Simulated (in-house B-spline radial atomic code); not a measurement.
## RPA and G0W0 on r2SCAN: the thallium ion Tl²⁺

Configuration [Xe] 4f14 5d10 6s1, highest spin, mean-field start r2SCAN. Computed with an all-electron radial atomic-structure program (B-spline basis): all electrons, scalar-relativistic (spin-free one-electron X2C), finite nucleus, each spin shell either full or empty, empty states to l = 9 with an (l + 1/2)⁻⁴ tail; G0W0 by contour deformation at full frequency.

Without the two-electron picture change, the correlation of inner shells comes somewhat too large for so heavy an element.

RPA overbinds a lone outer s electron by self-correlation, and G0W0 tends to as well.

Command:
```bash
python run_gw.py task.json out
```
Settings (radii: box in bohr, nucleus in fm):
```
Z                        81
electrons                79
configuration            [Xe] 4f14 5d10 6s1
hamiltonian              x2c
method                   r2scan
lmax                     9
rms_radius               5.4759
spin_polarised           True
box_radius               17.55
intervals                68
ion_configuration        [Xe] 4f14 5d10
```

Time taken, with all properties: 21 s on 1 thread of Arm Neoverse N1 (shared host).

Energies (hartree):

```csv
term,value
mean-field total,-20248.82935
Hartree-Fock functional on these orbitals,-20242.88428
direct second order,-8.0877
second-order exchange,2.0012
SOSEX correction,1.8783
```

(1) What is the RPA correlation energy, and what remains with SOSEX?

Quasi-particle levels (eV):

```json
{"level": "6s up", "occupied": "yes", "mean field": "-26.048", "Σx - vxc": "-2.55", "Σc": "?", "QP weight": "?", "G0W0": "?"}
{"level": "5d down", "occupied": "yes", "mean field": "-33.34", "Σx - vxc": "-6.99", "Σc": "0.36", "QP weight": "0.887", "G0W0": "-39.97"}
{"level": "5d up", "occupied": "yes", "mean field": "-33.78", "Σx - vxc": "-6.94", "Σc": "0.36", "QP weight": "0.880", "G0W0": "-40.37"}
{"level": "6s down", "occupied": "no", "mean field": "-24.235", "Σx - vxc": "6.58", "Σc": "-2.90", "QP weight": "0.942", "G0W0": "-20.553"}
```

G0W0 = mean field + (Σx - vxc) + Σc, with Σc (partial-wave tail included) taken at the quasi-particle energy. Only the outer levels were computed. Levels of low weight are left out.

(2) Where does G0W0 put 6s up?

(3) What does it cost to remove one electron (to [Xe] 4f14 5d10) by differences of total energies, each species on its own start (correlation terms add to the Hartree-Fock functional)?

Answers

(1) RPA gives -7.0786 hartree (-2.44 eV per electron); RPA + SOSEX gives -5.2003, and the second-order doubles -6.0865 hartree (no singles). RPA lacks exchange-type terms and so overcorrelates at short range.

(2) At -30.47 eV, with Σc = -1.88 eV and a quasi-particle weight of 0.950. The tabulated removal energy is 29.852 eV (NIST, measured); the calculation leaves out spin-orbit coupling, Breit and QED terms, and what these don't explain is the method's own error.

(3) r2SCAN 30.16 eV, Hartree-Fock functional 28.057 eV, + RPA 30.31 eV, + RPA + SOSEX 29.594 eV, + second order 30.96 eV. Tabulated: 29.852 eV (NIST, measured); the calculation leaves out spin-orbit coupling, Breit and QED terms, and what these don't explain is the method's own error.
